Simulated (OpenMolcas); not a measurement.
An OpenMolcas run meant for Se4+ (ANO-R2, X2C; inactive shells 1s 2s 2p 3s 3p 3d; intended active space 2 electrons in 9 orbitals (RAS2 4s 4p; RAS3 4d, at most 2 electrons)). One step of its input:

```
&RASSCF
FileOrb=start.orb
Symmetry=1
Spin=3
nElAct=2 0 2
Inactive=8 6
Ras2=1 3
Ras3=5 0
CIRoot=15 15 1
SDav=18
CIMx=300
Iter=51 100
PrWF=0.3
OrbListing=Nothing
MaxOrb=0
Thrs=2.0e-7 1.0e-1 5.0e-4
Atom
CIOnly
>>> COPY $Project.JobIph JOB001
```

Lines from the output:

```
...
      Number of secondary orbitals              51
      Spin quantum number                      1.0
      State symmetry                             1
Orbital specifications:
      -----------------------

      Symmetry species                           1   2
                                                ag  au
      Frozen orbitals                            0   0
      Inactive orbitals                          8   6
      Active orbitals                            6   3
      RAS1 orbitals                              0   0
      RAS2 orbitals                              1   3
      RAS3 orbitals                              5   0
      Secondary orbitals                        21  30
      Deleted orbitals                           0   0
      Number of basis functions                 35  39
      Number of CSFs                             3
      Number of root(s) required                15
 ************ ERROR ***********
  You can't ask for more roots
  than there are configurations
 ******************************
--- Stop Module: rasscf at  /rc=_RC_INPUT_ERROR_ ---
.####################.
.# User input error #.
.####################.
```

What is wrong with the input?

A keyword is misspelt. OpenMolcas reads the first four letters of a keyword, so the setting is refused or falls back to its default.
